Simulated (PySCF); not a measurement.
Radial density of S (sulfur, neutral)

LDA, [Ne] 3s2 3p4, high-spin 3P determinant. Computed with PySCF 2.14 in cc-pVDZ-DK (4s3p1d, 18 functions), with the spin-free X2C one-electron Hamiltonian (Gaussian nucleus).

| r (bohr) | 4πr²ρ (e/bohr) | 4πr²(ρα − ρβ) |
| --- | --- | --- |
| 0.00136 | 0.07245 | 0.0000 |
| 0.00229 | 0.1939 | 0.0000 |
| 0.00385 | 0.4968 | 0.0000 |
| 0.00648 | 1.246 | 0.0001 |
| 0.0109 | 2.975 | 0.0002 |
| 0.0183 | 6.505 | 0.0005 |
| 0.0308 | 12.17 | 0.0019 |
| 0.0518 | 17.60 | 0.0084 |
| 0.0872 | 17.11 | 0.0359 |
| 0.147 | 12.23 | 0.1187 |
| 0.247 | 15.20 | 0.2179 |
| 0.415 | 16.42 | 0.1092 |
| 0.698 | 5.783 | 0.0587 |
| 1.17 | 3.181 | 0.8350 |
| 1.97 | 2.903 | 0.9879 |
| 3.32 | 0.5848 | 0.2233 |
| 5.59 | 0.01092 | 0.0048 |

Densities and radii are taken from the X2C orbitals without a picture-change correction, which distorts them close to the nucleus.
